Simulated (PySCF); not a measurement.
# Radial density of N (nitrogen, neutral)

UHF, [He] 2s2 2p2 3d1, one real determinant (an excited configuration). All numbers are calculated (PySCF 2.14, the non-relativistic Hamiltonian (point nucleus), in aug-cc-pVQZ with one added diffuse shell each of s, p, d, f, g type (7s6p5d4f3g, 105 functions)).

| r (bohr) | 4πr²ρ (e/bohr) | 4πr²(ρα − ρβ) |
| --- | --- | --- |
| 0.00356 | 0.03141 | 0.0000 |
| 0.00599 | 0.08576 | 0.0000 |
| 0.0101 | 0.2294 | 0.0000 |
| 0.0169 | 0.5893 | 0.0001 |
| 0.0285 | 1.420 | 0.0004 |
| 0.0479 | 3.067 | 0.0019 |
| 0.0806 | 5.527 | 0.0088 |
| 0.136 | 7.379 | 0.0401 |
| 0.228 | 6.061 | 0.1638 |
| 0.383 | 2.759 | 0.5674 |
| 0.645 | 2.484 | 1.2921 |
| 1.08 | 3.089 | 1.4544 |
| 1.82 | 1.219 | 0.5676 |
| 3.07 | 0.1249 | 0.0806 |
| 5.16 | 0.1718 | 0.1717 |
| 8.68 | 0.1055 | 0.1055 |
| 14.6 | 0.0001212 | 0.0001 |

⟨L²⟩ = 7.97 against 12 for a pure F term, so this real determinant mixes terms. The outer electron is Rydberg-like, and this basis confines it to a smaller radius and binds it less than a complete one would.
